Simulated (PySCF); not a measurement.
Gas-phase reaction: 2 MoO₃ ⇌ Mo₂O₆

Energies from PySCF, thermal terms from the rigid-rotor harmonic-oscillator model, ideal gas at 1 bar. The comparison is the NASA 1993 polynomial table, which mixes measured and estimated data. After a fit of one offset per element over all species, the range-separated, M06-2X, PBE0/def2-QZVP and CCSD(T)/def2-TZVPP enthalpies, where run, lie to one side of the table for MoO₃ (+30 kJ/mol): a fault of the table's entry, another state or a shared error of the levels is possible; this was not checked at source. † marks an energy on the PBE0/def2-TZVP geometry and frequencies; other levels use their own. MP2 freezes the core. All species are closed-shell singlets. B3LYP is the form with VWN-RPA correlation. Mo: scalar-relativistic def2 core potential, no spin-orbit coupling. For this reaction the table lies outside the span of B3LYP, M06-2X, MP2, PBE0, r2SCAN, ωB97M-V, ωB97X-V in their largest bases here; which side is off was not settled. MP2 isn't extrapolated to the basis-set limit. Strong static correlation: MoO₃. The table's entry may be an old estimate for MoO₃, Mo₂O₆ (not checked at source).

```
level              ΔH°(298 K), kJ
-----------------  --------------
table                      -420.6
B3LYP/def2-TZVP†           -445.6
BLYP/def2-TZVP†                 …
M06-2X/def2-TZVP†          -491.0
MP2/def2-SVP†              -444.4
MP2/def2-TZVPP†                 …
PBE/def2-SVP               -437.5
PBE/def2-TZVP†                  …
PBE0/def2-QZVP†            -476.7
PBE0/def2-SVP†                  …
PBE0/def2-TZVP             -467.1
LDA/def2-TZVP†             -506.0
```

### Question
Complete the blanks.

### Answer

- BLYP/def2-TZVP†, ΔH°(298 K), kJ: -409.8
- MP2/def2-TZVPP†, ΔH°(298 K), kJ: -444.4
- PBE/def2-TZVP†, ΔH°(298 K), kJ: -431.8
- PBE0/def2-SVP†, ΔH°(298 K), kJ: -467.9
